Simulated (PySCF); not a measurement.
F5Sb. Atoms are numbered in the order given.

```xyz
6

Sb     0.0000     0.0000     0.0000
F      0.0000     0.0000     1.8937
F      0.0000     0.0000    -1.8937
F      1.8840     0.0000     0.0000
F     -0.9420     1.6316     0.0000
F     -0.9420    -1.6316     0.0000
```
Charge 0, spin multiplicity 1.

The structure is a stationary point at PBE0-D3(BJ)/def2-SVP. The isomer is the one that the SMILES or the coordinates give; other isomers of the formula were not compared. The def2 effective core potentials stand for the cores of Sb; spin–orbit coupling is left out.

Computed with PySCF 2.14.0 with C-PCM-B3LYP/def2-SVP.

The values are the electrostatic part of the solvation free energy, E(continuum) − E(gas) at the gas-phase geometry, in a cavity of scaled van der Waals radii (PySCF's table); cavitation and dispersion terms are not included. A continuum can't describe solvent molecules that bind to the metal. In vacuum the orbital gap is 7.09 eV. The dipole moment in vacuum is 0.00 D.

Q: Estimate the values in water (ε = 78.36), cyclohexanone (ε = 15.62), benzene (ε = 2.27). (Estimate from the structure and the level; the computed values follow.)

A: 
```json
[
 {"solvent": "water", "ε": "78.36", "ΔG(elec) (kcal/mol)": "-4.7", "dipole (D)": "0.00", "gap (eV)": "7.16"},
 {"solvent": "cyclohexanone", "ε": "15.62", "ΔG(elec) (kcal/mol)": "-4.4", "dipole (D)": "0.00", "gap (eV)": "7.15"},
 {"solvent": "benzene", "ε": "2.27", "ΔG(elec) (kcal/mol)": "-2.6", "dipole (D)": "0.00", "gap (eV)": "7.13"}
]
```
